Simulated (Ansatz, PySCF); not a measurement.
This PySCF input computes a r2SCAN/def2-TZVPD energy:

```python
from pyscf import gto, scf, dft

mol = gto.M(
    atom='''
    Si    0.01948818   -0.43777756   -0.10293778
    N     1.36604161    0.57197749   -0.46774001
    N    -1.39982509    0.18692618    0.64618647
    H     0.53666540   -1.45908698    0.83339069
    H    -0.42828634   -0.97551289   -1.40585561
    H     1.99371968    0.89432904    0.25182644
    H     1.35089916    1.20782374   -1.24947489
    H    -1.42280477    0.40744566    1.62928477
    H    -2.06654327    0.74156163    0.13283227
    ''',
    basis='def2-tzvpd',
    charge=0,
    spin=0,
    verbose=4,
)

mf = dft.RKS(mol, xc='r2scan').density_fit(auxbasis='def2-universal-jkfit')
mf.grids.level = 4
mf.conv_tol = 1e-9
mf.max_cycle = 100
mf.max_memory = 1500
mf.kernel()
if not mf.converged:
    mf = mf.newton()
    mf.kernel(mf.make_rdm1())
mf.analyze()
```

Question: Write an input for the same energy in Ansatz (a program for electronic structure) and say what it gives.

Answer: 
Ansatz 0.2 input:
```yaml
crystal:
  periodic: [false, false, false]
  atoms:
    - {symbol: Si, position_ang: [0.01948818, -0.43777756, -0.10293778]}
    - {symbol: N, position_ang: [1.36604161, 0.57197749, -0.46774001]}
    - {symbol: N, position_ang: [-1.39982509, 0.18692618, 0.64618647]}
    - {symbol: H, position_ang: [0.53666540, -1.45908698, 0.83339069]}
    - {symbol: H, position_ang: [-0.42828634, -0.97551289, -1.40585561]}
    - {symbol: H, position_ang: [1.99371968, 0.89432904, 0.25182644]}
    - {symbol: H, position_ang: [1.35089916, 1.20782374, -1.24947489]}
    - {symbol: H, position_ang: [-1.42280477, 0.40744566, 1.62928477]}
    - {symbol: H, position_ang: [-2.06654327, 0.74156163, 0.13283227]}
basis:
  gaussian:
    orbitals: def2-TZVPD
hamiltonian:
  xc: {name: r2SCAN}
output: {forces: true}
```
It gives -402.63059 Eh, and PySCF -402.63069 Eh, a difference of 0.10 mEh, from the treatment of integrals and grids.
